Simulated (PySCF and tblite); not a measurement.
The numbers below are computed, except where a source is named.
System: C9H8, numbered as in [CH:1]#[C:2]/[CH:3]=[CH:4]/[C:5]([CH3:6])=[CH:7]/[C:8]#[CH:9].

Motion: rotation about the C4–C5 bond (torsion C3–C4–C5–C6 from 0° to 180°, rising). GFN2-xTB gives an electronic barrier of 6.1 kcal/mol and a reaction energy of 1.2 kcal/mol.

BP86/pcSseg-1 + D3(BJ) on GFN2-xTB geometries gives 9.1 kcal/mol and k(298 K) = 5.1×10⁶ s⁻¹.

Question: What does BHandHLYP/pcSseg-1 + D3(BJ) give on GFN2-xTB geometries?

Answer: A barrier of 7.2 kcal/mol, 1.8 below the first DFT barrier (from unrounded values), a reaction energy of 4.0 kcal/mol and, with GFN2-xTB thermal terms, ΔG‡(298 K) = 6.9 kcal/mol and k = 1.1×10⁸ s⁻¹ (2 equivalent paths).

Programs: tblite and PySCF.
